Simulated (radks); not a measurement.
Values are calculated unless marked as measured or tabulated.
Polarisability of the selenium ion Se5+, [Ar] 3d10 4s1, at imaginary frequency. Level of theory: scalar-relativistic Kohn-Sham, LB94 model potential, spin-unpolarised, spherical densities, finite nucleus; Fermi nuclear charge, rms radius 4.14 fm (a radial shooting solver on a logarithmic mesh with Libxc functionals). Response by self-consistent Sternheimer equations with the Hartree and adiabatic LDA kernel, the relativistic mass of each level held fixed and spin-orbit coupling left out.

w (hartree),alpha1(iw) (bohr^3),alpha2(iw) (bohr^5)
0.00266,2.479,2.922
0.0143,2.478,2.922
0.0360,2.472,2.920
0.0697,2.453,2.915
0.118,2.405,2.902
0.186,2.305,2.874
0.280,2.122,2.815
0.413,1.832,2.699
0.605,1.455,2.486
0.892,1.062,2.126
1.35,0.7321,1.607
2.12,0.4919,1.021
3.59,0.3131,0.5329
6.94,0.1620,0.2198
17.5,0.04660,0.05339

Static values: alpha1 = 2.479 bohr^3 (0.3674 angstrom^3; uncoupled 3.362), alpha2 = 2.922 bohr^5, alpha3 = 7.379 bohr^7. C6 = 3.983, C8 = 30.76, triple-dipole C9 = 6.437 atomic units. One-pole (London) frequency 4 C6 / (3 alpha1^2) = 0.864 hartree, against 3.154 for minus the highest occupied eigenvalue.
